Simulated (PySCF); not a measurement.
**B (boron, neutral): PBE0 calculation**

Configuration: [He] 2s2 2p1, 2P determinant. Calculation: PySCF 2.14, in dyall-av3z (15s9p3d2f, 71 functions); scalar relativity by spin-free X2C-1e.

```json
{
 "Total energy": "-24.6267 hartree",
 "One-electron energy": "-32.3976 hartree",
 "Hartree (Coulomb) energy": "11.6203 hartree",
 "Exchange-correlation energy": "-3.8494 hartree",
 "⟨S²⟩": "0.7543",
 "⟨L²⟩": "2.013",
 "Sum of ⟨r⟩": "6.787 bohr",
 "Sum of ⟨r²⟩": "15.81 bohr²",
 "Traceless quadrupole moment −½Σ⟨3z² − r²⟩ along its main axis": "-2.46 e·bohr²",
 "Langevin diamagnetic susceptibility": "-12.5 ×10⁻⁶ cm³/mol"
}
```

```tsv
shell	electrons	mean orbital energy (hartree)	rms radius, mean of both spins (bohr)
1s α	1	-6.90324	0.382
1s β	1	-6.89283	0.382
2s α	1	-0.40842	2.15
2s β	1	-0.36125	2.15
2p α	1	-0.19736	2.50
```
